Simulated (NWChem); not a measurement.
# CH4FGaO; SMILES C[O][GaH][F]

```xyz
8

Ga    -0.2482     0.4234     0.0006
H     -1.7937     0.5309     0.0049
F      0.7607     1.8480    -0.0044
O      0.7051    -1.0659     0.0030
C      0.1897    -2.3654    -0.0015
H      0.5143    -2.9046    -0.9092
H      0.5674    -2.9285     0.8701
H     -0.9167    -2.4087     0.0311
```
Atoms are numbered in this order, from 1.

Coordinates come from a PBE0/def2-SVP optimisation.

Question: Give the principal values of the shielding tensors (ppm) of Ga1, F3, O4, C5 from LDA (Slater exchange, VWN5)/pcSseg-1, GIAO (NWChem), with their diamagnetic and paramagnetic parts as GIAO splits them.

Answer: 
| atom | σ11 | σ22 | σ33 | isotropic | diamagnetic | paramagnetic |
|---|---|---|---|---|---|---|
| Ga1 | 1173.9 | 1367.6 | 1584.6 | 1375.3 | 2641.3 | -1266.0 |
| F3 | 123.5 | 330.6 | 376.4 | 276.8 | 476.3 | -199.4 |
| O4 | -33.8 | 321.5 | 325.7 | 204.5 | 398.1 | -193.6 |
| C5 | 87.3 | 97.3 | 180.7 | 121.8 | 246.7 | -124.9 |
